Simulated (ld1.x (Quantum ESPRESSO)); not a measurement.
## Before and after: ultrasoft potential for Zn

ld1.x (Quantum ESPRESSO) 7.5 input, shortened:

```
&input
   title='Zn', zed=30., rel=2, dft='PBESOL', iswitch=3,
   config='[Ar] 3d10 4s2 4p0', rel_dist='average'
 /
 &inputp
   pseudotype=3, tm=.true., lloc=-1, rcloc=1.65,
   nlcc=.true.,
   which_augfun='PSQ', rmatch_augfun=1.05
 /
6
4S  1  0   2.00   0.00  1.65  1.75  0.0
4S  1  0   0.00   3.40  1.65  1.75  0.0
3P  2  1   6.00   0.00  1.00  1.10  0.0
4P  3  1   0.00   0.00  1.00  1.10  0.0
3D  3  2  10.00   0.00  1.15  1.40  0.0
3D  3  2   0.00   2.10  1.15  1.40  0.0
 &test
   configts(1)='3p6 3d10 4s2 4p0'
 /
```

Open shells are filled in proportion to 2j + 1 (rel_dist='average').

Change: augmentation PSQ, inside the norm-conserving radii.

Cutoffs: the cutoffs (Ry, on a coarse ladder) from which the occupation-weighted sum of valence levels, in a spherical-Bessel basis at the reference potential, stays within 10 and 1 mRy of its value at 400 Ry; they do not see the model core or the augmentation charge, which bear on the density cutoff. Errors are all-electron minus pseudo energies relative to the spin-unpolarised reference configuration.

Task: What does the change do?

Result: The potential gets neither clearly harder nor softer (90 Ry and 140 Ry → 90 Ry and 140 Ry); of the 6 tests that both files solve, the error grows in 3 and shrinks in 1 by more than 15 % and 0.3 meV (median size 0.7 → 1.7 meV); neither file shows a bound ghost at the reference potential, the only one tested.

```tsv
quantity	base	changed
cutoff, loose	90 Ry	90 Ry
cutoff, tight	140 Ry	140 Ry
bound ghosts	none	none
tests counted (converged, no solver errors)	6 of 7	6 of 7
error for 3p6 3d10 4s1 4p0, meV [ΔE 9.90 eV]	+0.6	+0.3
error for 3p6 3d10 4s0 4p0, meV [ΔE 28.25 eV]	+3.2	-2.7
error for 3p6 3d10 4s0 4p1, meV [ΔE 16.26 eV]	+0.9	-1.4
error for 3p6 3d10 4s1 4p1, meV [ΔE 5.13 eV]	0.0	-0.2
error for 3p6 3d10 4s0 4p2, meV [ΔE 10.60 eV]	-0.6	-1.9
error for 3p6 3d9 4s2 4p1, meV [ΔE 12.28 eV]	+13	+38
s: phases at 1.90 bohr within 0.05 rad from the reference energy up to (Ry; the scan ends near 5)	to the end of the scan	to the end of the scan
p1/2: phases at 1.90 bohr within 0.05 rad from the reference energy up to (Ry; the scan ends near 5)	to the end of the scan	to the end of the scan
p3/2: phases at 1.90 bohr within 0.05 rad from the reference energy up to (Ry; the scan ends near 5)	to the end of the scan	to the end of the scan
d3/2: phases at 1.90 bohr within 0.05 rad from the reference energy up to (Ry; the scan ends near 5)	to the end of the scan	to the end of the scan
d5/2: phases at 1.90 bohr within 0.05 rad from the reference energy up to (Ry; the scan ends near 5)	to the end of the scan	to the end of the scan
lowest overlap eigenvalue by channel	s 0.52, p1/2 0.16, p3/2 0.18, d3/2 0.18, d5/2 0.18	s 0.52, p1/2 0.16, p3/2 0.18, d3/2 0.18, d5/2 0.18
```

Base: Tests not counted: 3p6 3d9 4s0 4p0 (solver errors, printed error -3542 eV). Changed file: Tests not counted: 3p6 3d9 4s0 4p0 (solver errors, printed error -3535 eV).
